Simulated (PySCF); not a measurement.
**Steps of a relaxation of [Re(OH)6]+**

[Re(OH)6]+ (singlet; a saddle point, relaxed within its symmetry). PySCF 2.14.0, RKS TPSS, Re def2-SVP with ECP60, O def2-SVP, H def2-SVP; non-relativistic Hamiltonian with scalar-relativistic core potentials where named; density fitting; no spin-orbit coupling. Origin of the start: template. Columns: position (Å) and force (eV/Å). Energies are counted from the last step; some of the 22 steps are shown. Forces carry noise of the integration grid, about 0.01 to 0.03 eV/Å.

Run from Python with OMP_NUM_THREADS=4. Where DIIS fails, smearing, a level shift and second-order steps follow.
It took 2.9 min on 4 threads of Arm Neoverse V1, with other jobs on the host, from the converged density of the start.

```xyz
13
step 0  E = 1.554 eV
Re    0.0000    0.0000    0.0000     0.00    0.00    0.00
O     0.0000    0.0000    1.7600     0.00   -0.06    4.67
H     0.0000    0.3500    2.6600     0.00    0.01    0.21
O     0.0000    0.0000   -1.7600     0.00    0.06   -4.67
H     0.0000   -0.3500   -2.6600     0.00   -0.01   -0.21
O     1.7600    0.0000    0.0000     4.51   -0.06   -0.01
H     2.6600   -0.3500    0.0000     0.24    0.01    0.01
O     0.0000    1.7600    0.0000     0.01    4.40   -0.06
H     0.3500    2.6600    0.0000     0.02    0.25   -0.01
O    -1.7600    0.0000    0.0000    -4.51    0.06    0.01
H    -2.6600    0.3500    0.0000    -0.24   -0.01   -0.01
O     0.0000   -1.7600    0.0000    -0.01   -4.40    0.06
H    -0.3500   -2.6600    0.0000    -0.02   -0.25    0.01
```

```xyz
13
step 7  E = 0.181 eV
Re    0.0000    0.0000    0.0000     0.00    0.00    0.00
O     0.1025   -0.1685    1.8669     0.22   -0.97   -0.83
H     0.0431    0.4527    2.5832    -0.14    0.93    1.10
O    -0.1025    0.1685   -1.8669    -0.22    0.97    0.83
H    -0.0431   -0.4527   -2.5832     0.14   -0.93   -1.10
O     1.8442    0.0730   -0.1375     1.16   -0.41    0.06
H     2.6763   -0.3371    0.2152    -0.62    0.39   -0.10
O    -0.0950    1.8424    0.1111    -0.10    0.47    0.08
H     0.4688    2.6233   -0.0421     0.10    0.10   -0.03
O    -1.8442   -0.0730    0.1375    -1.16    0.41   -0.06
H    -2.6763    0.3371   -0.2152     0.62   -0.39    0.10
O     0.0950   -1.8424   -0.1111     0.10   -0.47   -0.08
H    -0.4688   -2.6233    0.0421    -0.10   -0.10    0.03
```

```xyz
13
step 14  E = 0.016 eV
Re    0.0000    0.0000    0.0000     0.00    0.00    0.00
O     0.1931   -0.1953    1.8651     0.02   -0.12   -0.17
H    -0.0174    0.4552    2.5625     0.01    0.10    0.16
O    -0.1931    0.1953   -1.8651    -0.02    0.12    0.17
H     0.0174   -0.4552   -2.5625    -0.01   -0.10   -0.16
O     1.8570    0.0403   -0.2483     0.18   -0.06    0.06
H     2.6278   -0.2351    0.2970    -0.17    0.08   -0.05
O    -0.0840    1.8684    0.1534    -0.02   -0.01   -0.03
H     0.5454    2.5888   -0.0588     0.03   -0.03    0.00
O    -1.8570   -0.0403    0.2483    -0.18    0.06   -0.06
H    -2.6278    0.2351   -0.2970     0.17   -0.08    0.05
O     0.0840   -1.8684   -0.1534     0.02    0.01    0.03
H    -0.5454   -2.5888    0.0588    -0.03    0.03    0.00
```

**Question.** Where does the relaxation end?

**Answer.** It converges at step 21 in S6:
```xyz
13
step 21  E = 0
Re    0.0000    0.0000    0.0000
O     0.1902   -0.1933    1.8598
H     0.0718    0.4529    2.5871
O    -0.1902    0.1933   -1.8598
H    -0.0718   -0.4529   -2.5871
O     1.8629    0.0415   -0.2420
H     2.6005   -0.1621    0.3705
O    -0.0772    1.8717    0.1479
H     0.5915    2.5617   -0.0449
O    -1.8629   -0.0415    0.2420
H    -2.6005    0.1621   -0.3705
O     0.0772   -1.8717   -0.1479
H    -0.5915   -2.5617    0.0449
```

**Question.** How did the contacts change?

**Answer.** 
| contact | start (Å) | end (Å) |
| --- | --- | --- |
| Re1–O2 (OH) | 1.760 | 1.880 |
| Re1–O4 (OH) | 1.760 | 1.880 |
| Re1–O6 (OH) | 1.760 | 1.879 |
| Re1–O8 (OH) | 1.760 | 1.879 |
| Re1–O10 (OH) | 1.760 | 1.879 |
| Re1–O12 (OH) | 1.760 | 1.879 |
